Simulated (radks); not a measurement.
Results of a calculation; reference values are marked as such.
Ionisation of the ytterbium ion Yb+, [Xe] 4f14 6s1, to [Xe] 4f14 as the strength of local exchange is varied. Level of theory: Dirac Kohn-Sham, Slater X-alpha exchange (alpha = 2/3 is LDA exchange), no correlation, spin-unpolarised, spherical densities, point nucleus (a radial shooting solver on a logarithmic mesh with Libxc functionals).

| alpha | E(Yb+) (hartree) | exchange (hartree) | IE (eV) | -e of the level emptied (eV) | <r> of it (bohr) |
|---|---|---|---|---|---|
| 0.583 | -14025.0323 | -242.8993 | 11.151 | 8.224 (6s1/2) | 3.635 |
| 0.667 | -14060.0796 | -278.6861 | 11.564 | 8.643 (6s1/2) | 3.572 |
| 0.679 | -14065.0944 | -283.8143 | 11.624 | 8.704 (6s1/2) | 3.563 |
| 0.718 | -14081.4066 | -300.5083 | 11.822 | 8.907 (6s1/2) | 3.534 |
| 0.801 | -14116.1932 | -336.1750 | 12.254 | 9.352 (6s1/2) | 3.473 |
| 0.93 | -14170.4494 | -391.9814 | 12.951 | 10.074 (6s1/2) | 3.381 |

NIST Atomic Spectra Database: 12.179 eV (measured). The Delta-SCF value meets it near alpha = 0.79. Spin polarisation and multiplet splitting are left out, so open shells lie too high by an amount that depends on their filling.

Beside tabulated values, note that spin-unpolarised runs miss the spin-polarisation part of the exchange energy of open shells.
